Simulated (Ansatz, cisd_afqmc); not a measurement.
Species: GaH3Se, charge 0, singlet. GaH3Se (SMILES [GaH2][SeH]).
B3LYP-D3(BJ)/def2-TZVP minimum from Ansatz (an electronic-structure program):
```xyz
5

Ga     0.2661     0.0136    -1.1550
H     -0.8086    -0.5957    -2.1095
H      1.6387     0.6307    -1.5697
Se    -0.2952    -0.0314     1.1159
H      0.9575     0.6113     1.5435
```

Atomisation energy term by term, kcal/mol (programs: Ansatz, cisd_afqmc). Open shells are spin-unrestricted; no spin-orbit coupling. Correlated methods leave the cores frozen (noble-gas shells, and filled d and f shells in the p block). No relativity. AFQMC is phaseless with a CISD trial state; ± is one standard error, without the phaseless bias. Outlying blocks are dropped, and bars are widened where a walk drifts. Over all cases where full CI ran beside it in this data, AFQMC minus full CI had a median of +0.1 mEh and passed +0.4 mEh in a tenth of the cases. CBS(X,Y): correlation extrapolated as X^-3, Hartree-Fock from the larger set (Q,5: extrapolated as (X+1)exp(-9√X)). A bracket is a step between two methods taken in the basis named. For partners of very few electrons the exact lower level stands in for a higher one.

```
term                               basis  kcal/mol
------------------  --------------------  --------
Hartree-Fock        CBS(cc-pVQZ,cc-pV5Z)    198.72
CCSD correlation    CBS(cc-pVQZ,cc-pV5Z)     72.95
(T)                 CBS(cc-pVQZ,cc-pV5Z)      3.97
CCSDT(Q) - CCSD(T)               cc-pVTZ      0.27
CCSDTQ - CCSDT(Q)                cc-pVDZ     -0.01
sum: De                                      275.9
```

The step beyond CCSD(T) by other levels: CCSDTQ in cc-pVDZ 0.40; AFQMC/CISD in cc-pVDZ 0.47 ± 0.22; CCSDT(Q) in cc-pVDZ 0.41 kcal/mol.
